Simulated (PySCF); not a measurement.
AuF₅, SMILES [Au]([F])([F])([F])([F])[F], multiplicity 1.

Coordinates come from a PBE0-D3(BJ)/def2-SVP optimisation. The multiplicity is an assumed one; other spin states were not compared. The def2 effective core potentials stand for the cores of Au; spin–orbit coupling is left out.

Level of theory: PBE/def2-TZVP (PySCF).

The molecule is in vacuum.

* **total energy**: -634.53336 hartree
* **point group**: C4v
* **highest occupied level**: -9.24 eV
* **lowest empty level**: -9.00 eV
* **orbital gap**: 0.24 eV
* **dipole moment**: 0.78 D
* **quadrupole, principal values (traceless, Buckingham form, about the centre of nuclear charge)**: -4.00, -4.00, 8.00 D·Å
* **mean static polarisability**: 48.2 bohr³ (7.14 Å³)
* **polarisability, principal values**: 34.5, 55.0, 55.0 bohr³
